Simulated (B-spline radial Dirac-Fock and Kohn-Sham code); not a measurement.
**Two-hole binding energies of Sn³⁺**

System: Sn³⁺, configuration [Kr] 4d10 5s1, inside a Watson sphere of charge -3 and radius 1.8 Å (a model of the Madelung potential; inside it an electron's potential energy is raised by 24.0 eV).

Input file task.json (cfg lists n, l and occupation; rrms is the nuclear radius in fm):

```json
{"items": [{
  "Z": 50,
  "q": 3,
  "cfg": [[1, 0, 2], [2, 0, 2], [2, 1, 6], [3, 0, 2], [3, 1, 6], [3, 2, 10], [4, 0, 2], [4, 1, 6], [4, 2, 10], [5, 0, 1]],
  "A": 120,
  "rrms": 4.6519,
  "watson": [-3, 1.8],
  "do": ["binding", "quiet", "double"]
}]}
```

Command: `python xray_run.py task.json out`

These are calculated numbers from a radial atomic solver; the model is Dirac-Fock (average of configuration) total-energy differences with a finite nucleus, the Breit interaction including its frequency dependence, and self-energy and vacuum-polarisation corrections. U is the two-hole binding energy less the two single-hole energies, the effective repulsion of the holes after relaxation. Each two-hole energy is an average over J within one jj subconfiguration.

```csv
holes,E(a) (eV),E(b) (eV),E(ab) (eV),U (eV)
1s⁻¹ 3p3/2⁻¹,29215.7,733.2,30013.2,64.3
2s⁻¹ 2p3/2⁻¹,4487.7,3945.9,8553.3,119.8
2p3/2⁻²,3945.9,3945.9,8038.4,146.6
2s⁻¹ 3p3/2⁻¹,4487.7,733.2,5276.3,55.4
2s⁻¹ 3d3/2⁻¹,4487.7,509.5,5057.1,60.0
2s⁻¹ 3d5/2⁻¹,4487.7,501.0,5047.9,59.2
2p1/2⁻¹ 3p3/2⁻¹,4173.5,733.2,?,?
2p3/2⁻¹ 3s⁻¹,3945.9,903.4,4904.8,55.5
2p3/2⁻¹ 3p1/2⁻¹,3945.9,775.7,4780.5,58.9
2p1/2⁻¹ 3d3/2⁻¹,4173.5,509.5,4741.4,58.4
3d3/2⁻²,509.5,509.5,1066.8,47.8
3d3/2⁻¹ 3d5/2⁻¹,509.5,501.0,1059.0,48.5
4d3/2⁻²,39.30,39.30,97.12,18.5
4d3/2⁻¹ 4d5/2⁻¹,39.30,38.26,96.27,18.7
```

Task: Give the missing two-hole energy and U.

Result: E(ab) = 4964.1 eV and U = 57.5 eV.
